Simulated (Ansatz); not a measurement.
Calculated with Ansatz (gas phase, PBE0-D4/def2-TZVP geometries, no zero-point term in ΔE). CBS: MP2 limit from def2 TZ/QZ plus the TZ coupled-cluster correction, frozen cores. This one scheme is used for every species. DFT in def2-TZVPP.

Reaction (formal exchange of groups at the Si–F bond): `N#C[Si](F)(F)F` + CH₄ → `C[Si](F)(F)C#N` + H–F

```json
{"level": "BHLYP-D4", "ΔE (kJ/mol)": "139.6"}
{"level": "SCS-MP2/def2-TZVPP", "ΔE (kJ/mol)": "139.2"}
```

Task: What does CCSD(T)/CBS give? (An estimate is asked.)

Result: The calculation gave: +131.8 kJ/mol. The listed levels differ from it by 7.8, 7.4 kJ/mol.

Largest T1 diagnostic among the species: 0.013.

Leaving LDA and LC-ωPBE aside and taking each functional with its dispersion term where it has one, the values, not all of them listed here, spread over 24.1 kJ/mol, from revPBE-D4 to B97M-V. LDA lies −3.5 kJ/mol from PBE without D4. From BLYP to BHLYP (50 % exact exchange), in def2-TZVPP and without D4, ΔE moves by +4.0 kJ/mol. The D4 term adds −5.6 kJ/mol with B3LYP and −3.1 kJ/mol with PBE0; it sums over pairs of atoms, weighted by their polarisabilities, and B3LYP, whose exchange is more repulsive, gets the larger term.

B3LYP here is the variant with VWN-RPA as its local correlation; programs differ in this.
